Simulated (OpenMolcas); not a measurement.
Pd3+ (d7) among equal point charges was computed by CASSCF with the d shell active (OpenMolcas, ANO-RCC-VDZP on the metal). Its lowest spin-free states, and all those of the highest spin:

| 2S+1 | Degeneracy | E (cm-1) |
| --- | --- | --- |
| 4 | 1 | 0.0 |
| 4 | 3 | 1020 |
| 4 | 3 | 1824 |
| 4 | 3 | 16108 |
| 2 | 2 | 16832 |
| 2 | 3 | 16898 |
| 2 | 1 | 16937 |
| 2 | 3 | 17235 |
| 2 | 3 | 21481 |
| 2 | 3 | 21817 |
| 2 | 2 | 22306 |
| 2 | 3 | 22335 |

Q: Is the site octahedral, tetrahedral or cube-like, axial, or of lower symmetry?

A: The states with 2S+1 = 4 have orbital degeneracies 1, 3, 3, 3. Threefold states need a cubic site. For d7 at this spin an octahedron puts the threefold T1 below the threefold T2 and a tetrahedron or cube puts the single A2 below the threefold T2, so the site is a tetrahedron or a cube, which this pattern cannot tell apart. The first gap at this spin, 1020 cm-1, is |10Dq| in ligand-field theory. The run had Pd3+ among 4 point charges of -0.5 e arranged as a tetrahedron (Td), 1.92 Å from the ion.

Spin-orbit coupling mixes the spin-free states strongly: the lowest level takes only 50 % from its leading state, 4A2. Without dynamic correlation the repulsion within the d shell is too large (B by tens of per cent), so at a given field states of lower spin stand too high. The ground term spreads over less than 5000 cm-1, several times less than with real ligands, so orbital moments are less quenched and χT lies further from the spin-only value than at real sites. Point charges carry no covalency, so the field is a model and not that of real ligands. No measured value stands beside these numbers.
